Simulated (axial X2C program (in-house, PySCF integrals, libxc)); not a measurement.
## Nuclear properties of RuCl

Calculated with an axial X2C code built on PySCF integrals: two-component X2C with atomic mean-field Coulomb and Gaunt terms, Gaussian nuclei, basis Ru dyall-cv3z, Cl dyall-av3z with contracted cores.

R = 2.238 Å (near the PBE0 minimum at charge 0 of the determinant lowest at the starting distance; the state shown can have its own minimum elsewhere).

Input and command:
```json
{"zs": [44, 17], "q": 0, "bas": ["dyall-cv3z", "dyall-av3z"], "r0": 2.24, "levels": ["PBE0", "HF", "TPSSh", "B3LYP", "PBE"], "nst": 3}
```
```bash
python soeom.py task.json out
```

Keys: zs atomic numbers; q charge; bas basis sets; r0 starting distance in Å; levels methods; nst determinants followed.

Determinant lowest in the PBE0 search, Ω = 7/2 (⟨Sz⟩ = 1.49, ⟨Lz⟩ = 2.01 at PBE0), spin on the atoms Ru 1.44, Cl 0.05:

```tsv
level	Eeff magnitude (GV/cm)	Ws magnitude Ru (kHz)	A∥/gI Ru (MHz)	qzz Ru (a.u.)	A∥/gI Cl (MHz)	qzz Cl (a.u.)	μ (D)
PBE0	1.36	0.14	143	-0.26	-9.54	1.18	-4.76
HF	1.92	0.212	-34.3	-1.75	-4.09	0.91	-6.29
TPSSh	1.02	0.0952	193	-0.15	-9.63	1.15	-4.47
B3LYP	1.34	0.135	132	0.00	-9.19	1.19	-4.46
PBE	1.15	0.113	188	0.35	-12.9	1.15	-3.84
```

Determinant 0.18 eV from it at PBE0 and this distance, Ω = 3/2 (⟨Sz⟩ = 1.47, ⟨Lz⟩ = 0.03 at PBE0), spin on the atoms Ru 1.49, Cl -0.02:

| level | Eeff magnitude (GV/cm) | Ws magnitude Ru (kHz) | A∥/gI Ru (MHz) | qzz Ru (a.u.) | A∥/gI Cl (MHz) | qzz Cl (a.u.) | μ (D) |
| --- | --- | --- | --- | --- | --- | --- | --- |
| PBE0 | 1.28 | 0.348 | 593 | -3.64 | -3.81 | 1.96 | -4.79 |
| HF | 1.58 | 0.367 | 210 | -4.28 | -23.2 | 1.21 | -6.07 |
| TPSSh | 1.16 | 0.32 | 635 | -3.56 | -4.05 | 2.02 | -4.59 |
| B3LYP | 1.1 | 0.287 | 683 | -3.45 | -3.68 | 1.99 | -4.55 |
| PBE | 1.08 | 0.291 | 761 | -3.37 | -0.644 | 2.22 | -4.08 |

Eeff is the effective electric field on the electron electric dipole moment in this Ω state and Ws the scalar–pseudoscalar constant of the nucleus named (defined with the proton number Z and per Ω); A∥ (defined per Ω) follows by multiplying with gI = μI/(I μN); qzz is the electric field gradient, eQq0 = 234.96 MHz × Q/barn × qzz; μ is positive if the Cl end (last atom) is positive. The operators were transformed with the bare-nucleus X2C matrices; with these basis sets, hyperfine constants and field gradients can be off by tens of per cent, and where levels differ in sign neither size nor sign is settled.

**Question.** With Q(35Cl) = -0.08112 barn (Q from Pyykkö, Mol. Phys. 2018), turn the PBE0 values of the first state into constants in MHz.

**Answer.** eQq0(35Cl) = 234.96 × (-0.08112) × (1.18) = -22.5 MHz.

Each state is one determinant with collinear spin, which with several unpaired electrons need not be a pure state. Unrestricted Hartree–Fock can overshoot spin polarisation at the nuclei. With several open shells hyperfine constants can be off by a factor of several. At HF a later determinant lies lower. States lie within half an eV, so the first need not be the ground state. Further determinants of the search, some of them spin-mixed, are not shown. Where a field gradient or hyperfine factor spreads by more than a factor of two over the levels, a constant derived from it is not to be relied on. PBE0 term energies can be off by some tenths of an eV.
